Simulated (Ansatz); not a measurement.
InGa2, relaxed as a doublet with UKS PBE0-D4/def2-TZVP in Ansatz, starting from the GFN2-xTB geometry. Force threshold 0.02 eV/Å.

In the def2 sets In takes a core potential; there is no spin–orbit coupling. The charge 0 doublet is spin-contaminated (final ⟨S²⟩ up to 1.26, 0.75 for a pure state). At PBE0-D4/def2-TZVP a quartet of charge 0 lies 0.17 eV below the doublet, each at its own geometry. The structure comes from a short search, and lower isomers may exist.

Start:

```xyz
3

Ga    0.333   -1.361   -0.618
Ga    0.642   -0.094    1.392
In   -0.975    1.455   -0.774
```

| step | energy (eV) | largest force component (eV/Å) | SCF passes |
| --- | --- | --- | --- |
| 1 | -109915.6978 | 0.638 | 24 |
| 2 | -109915.8919 | 0.345 | 102 |
| 3 (rejected) | -109915.8515 | 0.387 | 72 |
| 4 | -109915.9246 | 0.151 | 49 |
| 5 | -109915.9308 | 0.191 | 53 |
| 6 | -109915.9396 | 0.181 | 50 |
| 7 | -109915.9451 | 0.018 | 41 |

Force components are those of the run's own axes.

End:

```
atom    x (Å)    y (Å)    z (Å)
 Ga1   0.2712  -1.2967  -0.6947
 Ga2   0.5893   0.0123   1.3771
 In3  -0.8605   1.2844  -0.6824
```

By distances, no bond broke or formed. The bond that changes most is Ga2–In3, from 3.12 to 2.82 Å (atoms count from 1).

No frequencies were taken in this run, so the end may be a saddle point.

It took 32 s on 4 threads of Arm Neoverse V2 on a shared host.
